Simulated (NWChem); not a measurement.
Molecule: AgPH$_{4}$; SMILES [PH3]->[AgH]

Program: NWChem. All runs use the structure optimised with PBE0/def2-SVP (def2 core potentials past Kr).

Task: Estimate the computed values for PBE0/STO-3G, non-relativistic. Quantities: highest occupied level (eV); orbital gap (eV); dipole (D).

Result: 
```json
{
 "highest occupied level (eV)": "-0.08",
 "orbital gap (eV)": "3.20",
 "dipole (D)": "6.41"
}
```
